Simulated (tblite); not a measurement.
A tight-binding relaxation on `C=[CH][Ge@@H]([CH3])[Ge@@H]([CH3])[SiH3]`.

Computed with GFN2-xTB geometry optimisation, gas phase (tblite 0.8.0). Start geometry: from a force field or distance geometry. The command runs a driver script over a list of jobs; the input below is this job's line of settings and its coordinates in Å.

Command:
```bash
OMP_NUM_THREADS=1 python probes_run.py task.json out
```

Input:
```
{"job": {"kind": "relax", "xc": "GFN2-xTB", "basis": "xTB"}, "charge": 0, "multiplicity": 1}
C      2.912800    -1.197500    -0.961100
C      1.868400    -0.351100    -1.012100
Ge     0.992900     0.181400     0.613400
C      1.354500     2.054400     1.046100
Ge    -1.399700     0.021900     0.443800
C     -2.063400     1.102800    -1.015500
Si    -2.142100    -2.145500     0.390200
H      3.387300    -1.471400    -1.894700
H      3.301500    -1.617600    -0.040100
H      1.532300     0.023700    -1.966300
H      1.525100    -0.738900     1.751500
H      1.961400     2.539700     0.261100
H      1.866500     2.098700     2.035300
H      0.400400     2.618000     1.153700
H     -1.962200     0.679100     1.743300
H     -1.423000     2.030500    -1.049200
H     -3.098200     1.485900    -0.791200
H     -2.040200     0.607900    -2.005700
H     -3.071500    -2.350200     1.520500
H     -2.880200    -2.481100    -0.844600
H     -1.031500    -3.073900     0.621000
```

Output:
```
step      E/eV     max force
  0    -577.46773    1.835
  1    -577.60587    1.357
  2    -577.65842    0.548
  3    -577.68046    0.408
  4    -577.71953    0.313
  5    -577.72757    0.264
  6    -577.73779    0.206
  7    -577.74415    0.222
  8    -577.75094    0.204
  9    -577.75553    0.197
... (128 lines left out)
138    -577.84096    0.030
139    -577.84120    0.027
140    -577.84134    0.017
141    -577.84143    0.014
142    -577.84149    0.016
143    -577.84154    0.014
144    -577.84159    0.011
145    -577.84163    0.014
146    -577.84166    0.012
147    -577.84169    0.010
```

«max force» is the largest atomic force in eV/Å.

Q: From which step on does the largest force stay under 0.1 eV/Å, and how much energy is left to gain from there?

A: From step 117 (0.066 eV/Å), 6.4 meV above the end.

Main results: energy lowered by 8.6 kcal/mol over 147 steps; largest atomic force 0.010 eV/Å at the end.

Q: Where do the atoms end?

A: 0.461 Å rms from the input after alignment:
```
atom  x, y, z in Å
C1     2.7034   -1.3065   -1.0085
C2     1.9847   -0.2019   -0.9030
Ge3    0.9933    0.3205    0.7058
C4     1.4604    2.1966    1.1478
Ge5   -1.4107   -0.0167    0.4708
C6    -2.0172    1.0099   -1.1193
Si7   -2.2241   -2.2281    0.4393
H8     3.2261   -1.5844   -1.9127
H9     2.8038   -1.9852   -0.1754
H10    1.9049    0.4539   -1.7630
H11    1.5574   -0.5569    1.8186
H12    1.2007    2.8559    0.3230
H13    2.5263    2.2909    1.3358
H14    0.9224    2.5313    2.0304
H15   -2.0318    0.7532    1.6425
H16   -1.6834    2.0440   -1.0757
H17   -3.1015    1.0093   -1.1971
H18   -1.6166    0.5665   -2.0283
H19   -3.1739   -2.4569    1.5288
H20   -2.9090   -2.4930   -0.8285
H21   -1.1241   -3.1854    0.5681
```

Hardware: Arm Neoverse V1, one thread, no GPU, shared host with 32 logical CPUs at a one-minute load of 22. Cost: 1.5 s of wall time.
Labels such as C1 count atoms from 1, the log's own numbers from 0.
